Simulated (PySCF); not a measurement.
A structure optimised at PBE0-D3(BJ)/def2-SVP, used in a PySCF frequency run:

```xyz
9

Sn    -0.0296     0.2846     0.0493
N      1.7684    -0.5687    -0.3937
N     -1.4790    -1.1593     0.1600
H      0.0565     0.9522     1.6224
H     -0.2868     1.4629    -1.1778
H      1.9240    -1.4391     0.1122
H      1.8811    -0.7708    -1.3853
H     -2.2711    -0.8902     0.7411
H     -1.8497    -1.4495    -0.7429
```

**Question.** Write its SMILES and formula.

**Answer.** [NH2][SnH2][NH2], H6N2Sn

**Question.** What are its rotational constants (standard atomic weights)?

**Answer.** 10.750, 4.9995, 3.7312 GHz
